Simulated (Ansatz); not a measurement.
Reaction (substitution at a C–C bond): `B/C=C(\O)CN` + H₂Se → `NC[SeH]` + `B/C=C/O`

Calculated with Ansatz (gas phase, PBE0-D4/def2-TZVP geometries, no zero-point term in ΔE). CBS: MP2 limit from def2 TZ/QZ plus the TZ coupled-cluster correction, frozen cores. This one scheme is used for every species. Double bonds are as drawn, so ΔE can hold a change between cis and trans. DFT in def2-TZVPP. For Se outer-core shells are correlated without core-valence functions, which leaves a few kJ/mol of doubt a bond. Scalar relativity is left out up to krypton. One conformer a species, not always the lowest.

`B/C=C(\O)CN`:

Z-matrix (Å, degrees):
```
C
N 1 1.455
C 1 1.504 2 114.7
H 1 1.090 2 108.7 3 121.9
H 1 1.098 2 108.3 3 -122.5
H 2 1.013 1 110.1 3 -56.0
H 2 1.012 1 112.1 3 63.0
C 3 1.354 1 123.6 2 107.6
O 3 1.343 1 115.3 2 -69.6
B 8 1.516 3 125.2 1 -178.5
H 8 1.087 3 113.8 1 1.8
H 9 0.962 3 110.0 1 -8.8
H 10 1.196 8 121.1 3 -0.4
H 10 1.199 8 120.0 3 179.8
```

H₂Se:

```xyz
3

Se   -0.403   -0.516    0.198
H     0.975   -0.421   -0.296
H    -0.571    0.938    0.098
```

`NC[SeH]`:

Z-matrix (Å, degrees):
```
C
Se 1 1.960
N 1 1.440 2 112.2
H 1 1.091 2 104.7 3 -118.3
H 1 1.095 2 105.8 3 127.9
H 2 1.469 1 95.0 3 -92.8
H 3 1.012 1 111.3 2 65.6
H 3 1.014 1 110.6 2 -174.1
```

`B/C=C/O`:

```xyz
9

B    -0.903   -0.108   -1.299
C    -0.006    0.429   -0.212
C     0.394   -0.397    0.776
O     1.179   -0.099    1.809
H    -1.240   -1.259   -1.259
H    -1.288    0.581   -2.199
H     0.341    1.463   -0.181
H     0.085   -1.438    0.807
H     1.438    0.829    1.757
```

| level | ΔE (eV) |
| --- | --- |
| r2SCAN-D4 | 0.08 |
| CCSD/def2-TZVPP | 0.07 |
| CCSD(T)/def2-TZVPP | 0.07 |
| HF/def2-QZVPP | 0.04 |

Problem. What does CCSD(T)/CBS give? (Estimate.)

Solution. The calculation gave: +0.06 eV. The listed levels differ from it by 0.02, 0.01, 0.01, -0.02 eV.

Largest T1 diagnostic among the species: 0.013.

The D4 term adds +0.04 eV with B3LYP and +0.03 eV with PBE0; it sums over pairs of atoms, weighted by their polarisabilities, and B3LYP, whose exchange is more repulsive, gets the larger term.

B3LYP here is the variant with VWN-RPA as its local correlation; programs differ in this.
